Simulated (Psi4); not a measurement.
CH$_{3}$AlF (SMILES [CH3][Al][F]), doublet, at a GFN2-xTB geometry (such geometries of metal compounds can be far from the true shape) (the spin is typed, not shown lowest), with bond 5-2 at 3.0 times its length; HF/def2-SVP in Psi4 1.11.

The Psi4 input:
```
memory 2 GB

molecule {
0 2
  Al    0.44002451   -0.09977454    0.26333881
  C    -0.05333652    1.40742987   -0.99749356
  H    -0.86612180    2.02472343   -0.60563875
  H    -0.37041732    1.04109293   -1.97751446
  H     2.53787358    3.35957001   -1.45838722
  F    -0.55268450   -1.36349663    0.69953719
}

set basis def2-svp
set reference uhf
set stability_analysis check
set scf_type pk

energy('scf')
print_variables()
```

### Question
Write the output that Psi4 gives for this input, abridged.

### Answer

```
   => Loading Basis Set <=

    Name: DEF2-SVP
    Role: ORBITAL
    Keyword: BASIS

         ---------------------------------------------------------
                                   SCF
               by Justin Turney, Rob Parrish, Andy Simmonett
                          and Daniel G. A. Smith
                              UHF Reference
         ---------------------------------------------------------

  ==> Geometry <==

    Molecular point group: c1
    Full point group: C1

    Geometry (in Angstrom), charge = 0, multiplicity = 2:

       Center              X                  Y                   Z               Mass
    ------------   -----------------  -----------------  -----------------  -----------------
         AL           0.406519919117    -0.014016956360     0.191993831205    26.981538530000
         C           -0.086841110883     1.493187453640    -1.068838538795    12.000000000000
         H           -0.899626390883     2.110481013640    -0.676983728795     1.007825032230
         H           -0.403921910883     1.126850513640    -2.048859438795     1.007825032230
         H            2.504368989117     3.445327593640    -1.529732198795     1.007825032230
         F           -0.586189090883    -1.277739046360     0.628192211205    18.998403162730

  Running in c1 symmetry.

  Rotational constants: A =      0.98193  B =      0.15674  C =      0.13868 [cm^-1]
  Rotational constants: A =  29437.42268  B =   4698.81088  C =   4157.53076 [MHz]
  Nuclear repulsion =   83.797357640521085

  Charge       = 0
  Multiplicity = 2
  Electrons    = 31
  Nalpha       = 16
  Nbeta        = 15

  ==> Algorithm <==

  SCF Algorithm Type is PK.
  DIIS enabled.
  MOM disabled.
  Fractional occupation disabled.
  Guess Type is SAD.
  Energy threshold   = 1.00e-06
  Density threshold  = 1.00e-06
  Integral threshold = 1.00e-12

  ==> Primary Basis <==

  Basis Set: DEF2-SVP
    Blend: DEF2-SVP
    Number of shells: 29
    Number of basis functions: 61
    Number of Cartesian functions: 64
    Spherical Harmonics?: true
    Max angular momentum: 2

  ==> Integral Setup <==

  Using in-core PK algorithm.
   Calculation information:
      Number of atoms:                   6
      Number of AO shells:              29
      Number of primitives:             57
      Number of atomic orbitals:        64
      Number of basis functions:        61

      Integral cutoff                 1.00e-12
      Number of threads:                 1

  Performing in-core PK
  Using 3577772 doubles for integral storage.
  We computed 82424 shell quartets total.
  Whereas there are 94830 unique shell quartets.

  ==> DiskJK: Disk-Based J/K Matrices <==

    J tasked:                  Yes
    K tasked:                  Yes
    wK tasked:                  No
    Schwarz Cutoff:          1E-12

  Minimum eigenvalue in the overlap matrix is 1.9746388435E-02.
  Reciprocal condition number of the overlap matrix is 4.3506676717E-03.
    Using symmetric orthogonalization.

  ==> Pre-Iterations <==

  SCF Guess: Superposition of Atomic Densities via on-the-fly atomic UHF (no occupation information).

   -------------------------
    Irrep   Nso     Nmo
   -------------------------
     A         61      61
   -------------------------
    Total      61      61
   -------------------------

  ==> Iterations <==

                        Total Energy        Delta E     RMS |[F,P]|

   @UHF iter SAD:  -379.31830428947546   -3.79318e+02   0.00000e+00
   @UHF iter   1:  -380.34733829202378   -1.02903e+00   9.91358e-03 ADIIS/DIIS
   @UHF iter   2:  -380.39622930203780   -4.88910e-02   8.88819e-03 ADIIS/DIIS
   @UHF iter   3:  -380.58318573940369   -1.86956e-01   1.26720e-03 ADIIS/DIIS
   @UHF iter   4:  -380.58949494959660   -6.30921e-03   6.69001e-04 ADIIS/DIIS
   @UHF iter   5:  -380.59162375138379   -2.12880e-03   2.99768e-04 ADIIS/DIIS
   @UHF iter   6:  -380.59361763242327   -1.99388e-03   3.36257e-04 ADIIS/DIIS
   @UHF iter   7:  -380.59223566206578    1.38197e-03   2.53211e-04 ADIIS/DIIS
   @UHF iter   8:  -380.59127855911510    9.57103e-04   8.02342e-05 DIIS
   @UHF iter   9:  -380.59132894484151   -5.03857e-05   3.41549e-05 DIIS
   @UHF iter  10:  -380.59134741549485   -1.84707e-05   2.06083e-05 DIIS
   @UHF iter  11:  -380.59135745281833   -1.00373e-05   1.82162e-05 DIIS
   @UHF iter  12:  -380.59138844620355   -3.09934e-05   1.58040e-05 DIIS
   @UHF iter  13:  -380.59143517697333   -4.67308e-05   1.05544e-05 DIIS
   @UHF iter  14:  -380.59146050102294   -2.53240e-05   9.60113e-06 DIIS
   @UHF iter  15:  -380.59149248322268   -3.19822e-05   1.12094e-05 DIIS
   @UHF iter  16:  -380.59148691588206    5.56734e-06   1.17310e-05 DIIS
   @UHF iter  17:  -380.59150309746775   -1.61816e-05   1.28461e-05 DIIS
   @UHF iter  18:  -380.59148362170868    1.94758e-05   1.46706e-05 DIIS
   @UHF iter  19:  -380.59148394143739   -3.19729e-07   1.41553e-05 DIIS
   @UHF iter  20:  -380.59147525288870    8.68855e-06   1.78670e-05 DIIS
   @UHF iter  21:  -380.59147846871332   -3.21582e-06   1.85029e-05 DIIS
   @UHF iter  22:  -380.59147431163160    4.15708e-06   1.87547e-05 DIIS
   @UHF iter  23:  -380.59147029838937    4.01324e-06   2.33752e-05 DIIS
   @UHF iter  24:  -380.59145855227240    1.17461e-05   1.38104e-05 DIIS
   @UHF iter  25:  -380.59146308737593   -4.53510e-06   1.29797e-05 DIIS
   @UHF iter  26:  -380.59150799912629   -4.49118e-05   1.81501e-05 DIIS
   @UHF iter  27:  -380.59151681995252   -8.82083e-06   2.15346e-05 DIIS
   @UHF iter  28:  -380.59150499813836    1.18218e-05   2.22538e-05 DIIS
   @UHF iter  29:  -380.59149276990343    1.22282e-05   1.82198e-05 DIIS
   @UHF iter  30:  -380.59149456098856   -1.79109e-06   1.80702e-05 DIIS
   @UHF iter  31:  -380.59149134002837    3.22096e-06   1.62995e-05 DIIS
   @UHF iter  32:  -380.59149340949227   -2.06946e-06   1.64899e-05 DIIS
   @UHF iter  33:  -380.59149253956389    8.69928e-07   1.65037e-05 DIIS
[...]
   @UHF iter  40:  -380.59154030923372   -1.58887e-05   3.27109e-05 DIIS
   @UHF iter  41:  -380.59152917317931    1.11361e-05   3.08223e-05 DIIS
   @UHF iter  42:  -380.59151634327924    1.28299e-05   2.58200e-05 DIIS
   @UHF iter  43:  -380.59150913430494    7.20897e-06   2.47048e-05 DIIS
   @UHF iter  44:  -380.59150535951579    3.77479e-06   2.41043e-05 DIIS
   @UHF iter  45:  -380.59149351660648    1.18429e-05   2.30173e-05 DIIS
   @UHF iter  46:  -380.59145673812810    3.67785e-05   2.92264e-05 DIIS
   @UHF iter  47:  -380.59149662945549   -3.98913e-05   2.77408e-05 DIIS
   @UHF iter  48:  -380.59150136201396   -4.73256e-06   2.72682e-05 DIIS
   @UHF iter  49:  -380.59148679162234    1.45704e-05   2.95792e-05 DIIS
   @UHF iter  50:  -380.59148332145594    3.47017e-06   3.12351e-05 DIIS
   @UHF iter  51:  -380.59148380724599   -4.85790e-07   3.01815e-05 DIIS
   @UHF iter  52:  -380.59154296127832   -5.91540e-05   2.67257e-05 DIIS
   @UHF iter  53:  -380.59152772764219    1.52336e-05   2.72947e-05 DIIS
   @UHF iter  54:  -380.59150090580516    2.68218e-05   2.89228e-05 DIIS
   @UHF iter  55:  -380.59149936154222    1.54426e-06   3.14853e-05 DIIS
   @UHF iter  56:  -380.59151805168023   -1.86901e-05   2.76698e-05 DIIS
   @UHF iter  57:  -380.59156447762746   -4.64259e-05   5.29818e-05 DIIS
   @UHF iter  58:  -380.59148116349593    8.33141e-05   3.43691e-05 DIIS
   @UHF iter  59:  -380.59150407337921   -2.29099e-05   2.74152e-05 DIIS
   @UHF iter  60:  -380.59149403644363    1.00369e-05   2.58063e-05 DIIS
   @UHF iter  61:  -380.59152704393011   -3.30075e-05   3.54822e-05 DIIS
   @UHF iter  62:  -380.59150228433265    2.47596e-05   3.11798e-05 DIIS
   @UHF iter  63:  -380.59150169968393    5.84649e-07   3.09291e-05 DIIS
   @UHF iter  64:  -380.59153184690439   -3.01472e-05   4.07423e-05 DIIS
   @UHF iter  65:  -380.59147878625953    5.30606e-05   2.87211e-05 DIIS
   @UHF iter  66:  -380.59150778676945   -2.90005e-05   3.53108e-05 DIIS
   @UHF iter  67:  -380.59147586053643    3.19262e-05   2.82316e-05 DIIS
   @UHF iter  68:  -380.59149098811838   -1.51276e-05   2.74047e-05 DIIS
   @UHF iter  69:  -380.59149962233693   -8.63422e-06   2.52635e-05 DIIS
   @UHF iter  70:  -380.59146631737764    3.33050e-05   2.59663e-05 DIIS
   @UHF iter  71:  -380.59150916531144   -4.28479e-05   2.95412e-05 DIIS
   @UHF iter  72:  -380.59150996731410   -8.02003e-07   3.36394e-05 DIIS
   @UHF iter  73:  -380.59150240514987    7.56216e-06   3.21706e-05 DIIS
   @UHF iter  74:  -380.59152737516501   -2.49700e-05   3.36773e-05 DIIS
   @UHF iter  75:  -380.59156262028671   -3.52451e-05   4.25852e-05 DIIS
   @UHF iter  76:  -380.59152535919759    3.72611e-05   4.42151e-05 DIIS
   @UHF iter  77:  -380.59162440645127   -9.90473e-05   8.78648e-05 DIIS
   @UHF iter  78:  -380.59156184034003    6.25661e-05   5.34040e-05 DIIS
   @UHF iter  79:  -380.59151736932193    4.44710e-05   3.85457e-05 DIIS
   @UHF iter  80:  -380.59151053500352    6.83432e-06   3.59960e-05 DIIS
   @UHF iter  81:  -380.59147257585170    3.79592e-05   3.41970e-05 DIIS
   @UHF iter  82:  -380.59152099997135   -4.84241e-05   4.03000e-05 DIIS
   @UHF iter  83:  -380.59146207304269    5.89269e-05   4.03866e-05 DIIS
   @UHF iter  84:  -380.59148847896620   -2.64059e-05   2.91707e-05 DIIS
   @UHF iter  85:  -380.59148735749932    1.12147e-06   2.35828e-05 DIIS
   @UHF iter  86:  -380.59149376931896   -6.41182e-06   3.14813e-05 DIIS
   @UHF iter  87:  -380.59151211180620   -1.83425e-05   3.61278e-05 DIIS
   @UHF iter  88:  -380.59149290424472    1.92076e-05   3.56419e-05 DIIS
   @UHF iter  89:  -380.59148359909148    9.30515e-06   2.86037e-05 DIIS
   @UHF iter  90:  -380.59147866430698    4.93478e-06   3.15569e-05 DIIS
   @UHF iter  91:  -380.59149310797784   -1.44437e-05   3.34786e-05 DIIS
   @UHF iter  92:  -380.59149155731438    1.55066e-06   3.29496e-05 DIIS
   @UHF iter  93:  -380.59150787159859   -1.63143e-05   3.55710e-05 DIIS
   @UHF iter  94:  -380.59144230942997    6.55622e-05   4.19392e-05 DIIS
   @UHF iter  95:  -380.59149313946602   -5.08300e-05   3.47752e-05 DIIS
   @UHF iter  96:  -380.59149671005002   -3.57058e-06   3.68855e-05 DIIS
   @UHF iter  97:  -380.59148674021208    9.96984e-06   3.41400e-05 DIIS
   @UHF iter  98:  -380.59152351212970   -3.67719e-05   3.61271e-05 DIIS
   @UHF iter  99:  -380.59148999201693    3.35201e-05   3.81301e-05 DIIS
   @UHF iter 100:  -380.59147466852045    1.53235e-05   4.05287e-05 DIIS

PsiException: Could not converge SCF iterations in 100 iterations.

  Failed to converge.

Traceback (most recent call last):
  File "psi4", line 375, in <module>
  File "<string>", line 29, in <module>
  File "site-packages/psi4/driver/driver.py", line 533, in energy
  File "site-packages/psi4/driver/procrouting/proc.py", line 2760, in run_scf
  File "site-packages/psi4/driver/procrouting/proc.py", line 2047, in scf_helper
  File "site-packages/psi4/driver/procrouting/scf_proc/scf_iterator.py", line 93, in scf_compute_energy
  File "site-packages/psi4/driver/procrouting/scf_proc/scf_iterator.py", line 86, in scf_compute_energy
  File "site-packages/psi4/driver/procrouting/scf_proc/scf_iterator.py", line 609, in scf_iterate

psi4.driver.p4util.exceptions.SCFConvergenceError: Could not converge SCF iterations in 100 iterations.

Printing out the relevant lines from the Psithon --> Python processed input file:
    core.IO.set_default_namespace("")
    core.set_global_option("BASIS", "def2-svp")
    core.set_global_option("REFERENCE", "uhf")
    core.set_global_option("STABILITY_ANALYSIS", "check")
    core.set_global_option("SCF_TYPE", "pk")
--> energy('scf')
    print_variables()

!-------------------------------------------------------!
!                                                       !
!  Could not converge SCF iterations in 100 iterations. !
!                                                       !
!-------------------------------------------------------!
```

The run did not converge; its last values are not results.
